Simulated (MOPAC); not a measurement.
Input for MOPAC: AM1 on SF, 2S+1 = 2, a spin state set in the input, which need not be the lowest, a point of a bond scan (R = 1.483 Å).

```
AM1 1SCF PRECISE CHARGE=0 UHF MS=0.5 THREADS=1
FS

F      0.00000000 1     0.00000000 1     0.00000000 1
S      0.00000000 1     0.00000000 1     1.48266500 1
```

Program output:

```
*******************************************************************************
 **                                                                           **
 **                              MOPAC v23.2.5                                **
 **                                                                           **
 *******************************************************************************
 ** MOPAC's Digital Object Identifier: https://doi.org/10.5281/zenodo.6511958 **
 **                                                                           **
 ** Please cite the open-source release paper for use of this MOPAC version:  **
 ** J. E. Moussa and J. J. P. Stewart (2026)                                  **
 ** MOPAC: An open-source semiempirical molecular orbital program             **
 ** J. Open Source Softw., 11(119), 8025, https://doi.org/10.21105/joss.08025 **
 *******************************************************************************

                              AM1 CALCULATION RESULTS

 *******************************************************************************
 *  AM1        - The AM1 Hamiltonian to be used
 *  UHF        - UNRESTRICTED HARTREE-FOCK CALCULATION
 *
 *
 *
 *                 CHARGE ON SYSTEM = 0
 *
 *
 *
 *  MS=        - IN MECI, MAGNETIC COMPONENT OF SPIN =  0.5
 *  PRECISE    - TIGHTER CRITERIA TO BE USED
 *  1SCF       - DO 1 SCF AND THEN STOP
 *  THREADS=1  - MULTI-THREADING NOT USED
 *  T=         - A TIME OF 172800.0 SECONDS REQUESTED
 *  DUMP=N     - RESTART FILE WRITTEN EVERY 7200.0 SECONDS REQUESTED
 *******************************************************************************
AM1 1SCF PRECISE CHARGE=0 UHF MS=0.5 THREADS=1
 FS

   ATOM   CHEMICAL          X               Y               Z
  NUMBER   SYMBOL      (ANGSTROMS)     (ANGSTROMS)     (ANGSTROMS)

     1       F          0.00000000  *   0.00000000  *   0.00000000  *
     2       S          0.00000000  *   0.00000000  *   1.48266500  *



          CARTESIAN COORDINATES

    NO.       ATOM           X           Y           Z

     1         F          0.0000      0.0000      0.0000
     2         S          0.0000      0.0000      1.4827

  F: (AM1): M.J.S. DEWAR AND E. G. ZOEBISCH, THEOCHEM, 180, 1 (1988).
  S: (AM1): M.J.S. DEWAR, Y-C YUAN, INORGANIC CHEMISTRY, 29, 3881:3890,  (1990)

           Empirical Formula: F S  =     2 atoms



      MOLECULAR POINT GROUP   :   C*v


          UHF CALCULATION, NO. OF ALPHA ELECTRONS =    7
                           NO. OF BETA  ELECTRONS =    6

 -------------------------------------------------------------------------------
 AM1 1SCF PRECISE CHARGE=0 UHF MS=0.5 THREADS=1
 FS



     1SCF WAS SPECIFIED, SO BFGS WAS NOT USED
     SCF FIELD WAS ACHIEVED


                              AM1 CALCULATION
                                                       MOPAC v23.2.5 Linux




          FINAL HEAT OF FORMATION =        -19.33241 KCAL/MOL =     -80.88681 KJ/MOL


          COSMO AREA              =         67.42 SQUARE ANGSTROMS
          COSMO VOLUME            =         50.36 CUBIC ANGSTROMS

          IONIZATION POTENTIAL    =          8.597418 EV
          ALPHA SOMO LUMO (EV)    =         -9.517  0.281
          BETA  SOMO LUMO (EV)    =         -8.597 -1.684
          NO. OF ALPHA ELECTRONS  =          7
          NO. OF BETA  ELECTRONS  =          6
          MOLECULAR WEIGHT        =         51.0584         POINT GROUP:  C*v

          MOLECULAR DIMENSIONS (Angstroms)

            Atom       Atom       Distance
            S     2    F     1     1.48266
            S     2    F     1     0.00000
            F     1    S     2     0.00000


          SCF CALCULATIONS        =          1





   ATOM   CHEMICAL          X               Y               Z
  NUMBER   SYMBOL      (ANGSTROMS)     (ANGSTROMS)     (ANGSTROMS)

     1       F          0.00000000  *   0.00000000  *   0.00000000  *
     2       S          0.00000000  *   0.00000000  *   1.48266500  *

                             CARTESIAN COORDINATES

   1    F        0.000000000     0.000000000     0.000000000
   2    S        0.000000000     0.000000000     1.482665000


           Empirical Formula: F S  =     2 atoms



      MOLECULAR POINT GROUP   :   C*v


          ALPHA EIGENVALUES
 -51.24127 -21.11479 -18.20078 -17.63398 -14.36214 -11.19177  -9.51705   0.28130


           BETA EIGENVALUES
 -50.70496 -20.35111 -17.41313 -16.63133 -12.84957  -8.59742  -1.68434   1.17190


              NET ATOMIC CHARGES AND DIPOLE CONTRIBUTIONS

  ATOM NO.   TYPE          CHARGE      No. of ELECS.   s-Pop       p-Pop
    1          F          -0.188235        7.1882     1.89055     5.29769
    2          S           0.188235        5.8118     1.89514     3.91663
 DIPOLE           X         Y         Z       TOTAL
 POINT-CHG.     0.000     0.000     1.341     1.341
 HYBRID        -0.000    -0.000    -1.124     1.124
 SUM           -0.000    -0.000     0.217     0.217


          ATOMIC ORBITAL ELECTRON POPULATIONS

     Atom    s        px        py        pz
    1  F   1.89055   2.00000   1.85131   1.44638
    2  S   1.89514   2.00000   1.14869   0.76793


                    (SZ)    =    0.500000
                    (S**2)  =    0.752514


          ATOMIC ORBITAL SPIN POPULATIONS

    Atom   Total    s     px     py     pz
         Atomic
    1  F  0.1161  0.004  0.000  0.149 -0.037
    2  S  0.8839  0.015  0.000  0.851  0.018

 **********************
 *                    *
 * JOB ENDED NORMALLY *
 *                    *
 **********************




 == MOPAC DONE ==
```

The run finished.

Cost: very roughly 0.020 core-seconds.
